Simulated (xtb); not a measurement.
Zn(Et)(SH) (C2H6SZn), SMILES C[CH2][Zn][SH]. All values are semi-empirical tight-binding results from xtb (GFN2-xTB unless named), good for trends rather than for accurate numbers. Geometry: GFN2-xTB. The isomer is the one that the SMILES or the coordinates give; other isomers of the formula were not compared. One conformer was computed; it need not be the lowest.

Optimised geometry:

Bonds (Å): Zn1–C2 2.045, Zn1–S9 2.302, C2–C3 1.523, C2–H4 1.087, C2–H5 1.087, C3–H6 1.090, C3–H7 1.090, C3–H8 1.092, S9–H10 1.320. Bond angles (°): C2–Zn1–S9 144.4, Zn1–C2–C3 106.0, Zn1–C2–H4 111.3, Zn1–C2–H5 111.4, C3–C2–H4 110.2, C3–C2–H5 110.1, H4–C2–H5 107.8, C2–C3–H6 111.5, C2–C3–H7 111.5, C2–C3–H8 109.9, H6–C3–H7 108.4, H6–C3–H8 107.7, H7–C3–H8 107.7, Zn1–S9–H10 99.3.

For metal compounds this method's bond lengths and energies can be far off.

```
Quantity                                       Value
-------------------------------------  -------------
orbital gap                                  3.08 eV
zero-point energy                      44.4 kcal/mol
G − E(el) at 298.15 K (modified RRHO)  23.7 kcal/mol
```

Computed atomic charges and the Wiberg bond orders between heavy atoms:
charges (e) Zn1 0.28, C2 -0.13, C3 -0.10, H4 0.05, H5 0.05, H6 0.05, H7 0.05, H8 0.05, S9 -0.46, H10 0.17. Bond orders Zn1–C2 0.73, C2–C3 1.02, Zn1–S9 0.75.
